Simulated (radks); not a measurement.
The numbers below are computed, except where a source is named.
Coulomb parameter of the 3d shell of neutral cobalt in the model configuration [Ar] 3d7.5 4s1.5, as a second difference U = [E(n + 0.5) + E(n - 0.5) - 2 E(n)] / (0.5)^2 with all orbitals relaxed. "Bare": the charge of the atom changes with n. "Screened": the 4s shell takes up the change at fixed total charge, which measures U(3d,3d) + U(4s,4s) - 2 U(3d,4s). Code: a radial shooting solver on a logarithmic mesh with Libxc functionals. Model: scalar-relativistic Kohn-Sham, r2SCAN, spin-unpolarised, spherical densities, finite nucleus; meta-GGA in the generalised Kohn-Sham scheme; Fermi nuclear charge, rms radius 3.7875 fm.

case	configuration	E - E(n) (eV)
start	[Ar] 3d7.5 4s1.5	0.000
bare +0.5	[Ar] 3d8 4s1.5	-1.705
bare -0.5	[Ar] 3d7 4s1.5	4.617
screened +0.5	[Ar] 3d8 4s1	-0.246
screened -0.5	[Ar] 3d7 4s2	0.923

U(bare) = 11.647 eV, U(screened by 4s) = 2.707 eV, against the Slater integral F0(3d,3d) = 23.200 eV with frozen orbitals. The step up makes a negative ion, whose loosely bound charge lowers the bare value.
